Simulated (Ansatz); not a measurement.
| atom | x (Å) | y (Å) | z (Å) |
| --- | --- | --- | --- |
| Li | 0.0000 | 0.0000 | 0.0000 |
| Al | 0.0000 | 0.0000 | 4.4820 |

Basis set: pcseg-2 (spherical functions). Charge 0, multiplicity 1.

Computed with Ansatz (development build ahead of 0.2.0); each method stands on the lowest determinant of its kind that the runs found. Restricted functionals stand beside restricted open-shell atoms, which can lie above the unrestricted atoms usual in DFT and then raise those values.

The atomization energy at this shape (free ground-state atoms in the same class of orbitals less the molecule, no zero-point energy) of singlet AlLi:

| method | atomization energy |
| --- | --- |
| PBE0 (unrestricted) | 0.23 eV |
| PBE0 (restricted) | 0.06 eV |
| UHF | 0.06 eV |

(1) What does RHF give?

Results:

(1) -0.73 eV. Caution: the shape is not the minimum. Caution for PBE0 (unrestricted): the unrestricted determinant is spin contaminated. Caution for UHF: the unrestricted determinant is a mixture of spin states. Caution for RHF: an unrestricted determinant lies well below.
